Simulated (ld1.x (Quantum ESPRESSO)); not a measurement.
## Ir: TM pseudisation with LDA (PZ), scalar-relativistic reference atom.

ld1.x (Quantum ESPRESSO) 7.5 input, shortened:

```
&input
   title='Ir', zed=77., rel=1, dft='PZ', iswitch=3,
   config='[Xe] 4f14 5d7 6s1 6p0'
 /
 &inputp
   pseudotype=2, tm=.true., lloc=0,
   nlcc=.true., new_core_ps=.true., rcore=1.55
 /
3
6P  2  1   0.00   0.00  2.95  2.95  0.0
5D  3  2   7.00   0.00  1.95  1.95  0.0
6S  1  0   1.00   0.00  2.00  2.00  0.0
 &test
   configts(1)='5d7 6s1 6p0'
 /
```

All-electron outer shells of the reference configuration (LDA (PZ), scalar-relativistic, ld1.x):

```
shell  level (eV)  outermost node (bohr)  outermost maximum (bohr)
   5p      -63.32                   0.54                      1.01
   5d      -15.59                   0.59                      1.29
   6s      -13.92                   1.17                      2.32
   6p       -7.42                   1.38                      3.02
```

Task: Estimate the cutoffs (Ry, on a coarse ladder) from which the occupation-weighted sum of valence levels, in a spherical-Bessel basis at the reference potential, stays within 10 and 1 mRy of its value at 400 Ry.

Result: 40 Ry and 55 Ry.

Task: What does a ghost test show?

Result: No extra level below or beside the all-electron valence levels (p, d, s, f tested).

Task: Tests: 5d7 6s2 6p0; 5d7 6s0 6p0; 5d6 6s0 6p0; 5d7 6s0 6p2; 5d7 6s1 6p1; 5d7.5 6s1.5 6p0; 5d7 6s0 6p1. Which has the largest error in its energy relative to the reference configuration, and how large is it?

Result: 5d6 6s0 6p0, with -140 meV (all-electron minus pseudo) on +48.69 eV.
